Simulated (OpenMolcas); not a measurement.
**C2H7NSi (SMILES C=C[SiH2]N): the energy, rung by rung**

The species is C2H7NSi (11 atoms), meant as a singlet with charge 0. As SMILES, `C=C[SiH2]N`. The shape is that of a PBE0-D4/def2-TZVP optimisation. This is one conformer, not always the lowest.

```xyz
11

C    -0.6761    1.3370   -0.9450
C     0.0893    1.2086    0.1351
Si    0.5965   -0.4445    0.8326
N     0.0029   -1.8037   -0.0286
H    -0.9671    2.3046   -1.3447
H    -1.0468    0.4656   -1.4791
H     0.4330    2.1167    0.6316
H     0.0995   -0.5366    2.2326
H     2.0832   -0.5167    0.8360
H     0.4049   -2.0860   -0.9063
H    -0.9538   -2.1021    0.0563
```

Each level gives the energy change with the N4–H11 bond stretched from 1.006 to 1.307 Å (eV). The values are calculated.

| level | kind | program | value (eV) | less CCSD(T)/cc-pVDZ | CPU time (all runs) |
| --- | --- | --- | --- | --- | --- |
| HF/cc-pVDZ (unrestricted) | Hartree–Fock | OpenMolcas | 1.35 | +0.24 | 32 s |
| SVWN5/cc-pVDZ (restricted) | LDA | OpenMolcas | 1.02 | -0.09 | 95 s |
| BLYP/cc-pVDZ (restricted) | GGA | OpenMolcas | 0.99 | -0.12 | 2.3 min |
| PBE/cc-pVDZ (restricted) | GGA | OpenMolcas | 1.03 | -0.08 | 2.3 min |
| r2SCAN/cc-pVDZ (restricted) | meta-GGA | OpenMolcas | 1.12 | +0.01 | 2.9 min |
| M06-2X/cc-pVDZ (restricted) | hybrid meta-GGA | OpenMolcas | 1.15 | +0.04 | 2.7 min |
| B2PLYP/cc-pVDZ (restricted) | double hybrid | OpenMolcas | 1.13 | +0.02 | 98 s |
| MP2/cc-pVDZ (restricted) | perturbation theory | OpenMolcas | 1.15 | +0.04 | 24 s |
| CCSD(T)/cc-pVDZ (restricted) | coupled cluster or CI | OpenMolcas | 1.11 | 0.00 | 3.7 min |

Differences are taken from CCSD(T)/cc-pVDZ (restricted) for orientation; it has basis-set and higher-order errors of its own. The first shape isn't each level's own minimum. The values span 0.99 to 1.35 eV. Times are those of the runs behind each value, whatever else they computed, on shared processors of several kinds: orders of magnitude only.
